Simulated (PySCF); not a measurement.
# Removing the step error of a finite difference

System: C4H7B (SMILES C#CB(C)C), singlet, at a GFN2-xTB geometry. Level: CAMB3LYP/6-31G, polarisability (PySCF). Sums are taken with unrounded values, so a last digit can differ.

Second differences of the energy in a field along z gave a polarisability along z of 34.557 bohr³ at step 0.005 and 34.584 bohr³ at step 0.02 (atomic units).

**Question.** Extrapolate to zero step.

**Answer.** The leading error of a symmetric difference goes as h², so A(h) = A0 + c h². Then c = (34.584 - (34.557))/(0.02² - 0.005²) = 72.8 (atomic units) and A0 = 34.557 - c × 0.005² = 34.555 bohr³. The analytic value from the same program and level is 34.555 bohr³: the smaller step missed it by 0.002, the extrapolation by 0.000.
